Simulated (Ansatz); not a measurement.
H3OSb (SMILES [OH][SbH2]) moved off its minimum; all values from Ansatz (a quantum-chemistry and plane-wave program), cores frozen in correlated methods. Elements past Kr take the def2 small-core potentials, without spin–orbit coupling.
(charge 0, multiplicity 1)
```xyz
5

Sb    -0.1491    -0.2022     0.1812
H     -1.5834    -0.0172    -0.7697
H      0.3550    -1.5063    -0.7961
O      0.8758     1.1634    -0.8805
H      1.3608     1.8037    -0.2582
```

Problem. Give the forces (eV/Å), the total energy and the dipole at CCSD(T)/def2-TZVPPD.

Solution. 
```
atom      Fx      Fy      Fz
----  ------  ------  ------
Sb1    0.030   0.481  -0.251
H2     0.137  -0.024   0.127
H3     0.064  -0.120  -0.081
O4     0.938   1.210   1.570
H5    -1.169  -1.547  -1.365
```
Energy -316.3087 hartree, dipole 1.87 D.
